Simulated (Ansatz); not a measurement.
Basis-set extrapolation for CH5BN2 (`N=CBN`) (PBE0-D4/def2-TZVP geometry, frozen core, the Gaussian-basis code of Ansatz). Multiplicity 1, RHF reference.

|  | def2-TZVPP | def2-QZVPP |
| --- | --- | --- |
| HF | -174.453915 | -174.462269 |
| MP2 correlation | -0.673661 | -0.719624 |
| CCSD(T) correlation | -0.733847 | not run |

Energies in hartree. Use E(X) = E(∞) + A·exp(−7.88·√X) for Hartree–Fock and E(X) = E(∞) + B·X^(−2.97) for correlation, with X = 3 and 4, and add CCSD(T) minus MP2 of the smaller set to the MP2 limit.

Problem. What is the CCSD(T) energy at the basis-set limit?

Solution. HF limit: -174.462269 + (-0.008354) × 0.13774 = -174.46342. MP2 limit: -0.719624 + (-0.045963) × 0.74074 = -0.75367. Higher-order term: -0.733847 − (-0.673661) = -0.06019. Total: -175.27728 hartree, 56.2 kcal/mol below CCSD(T)/def2-TZVPP.
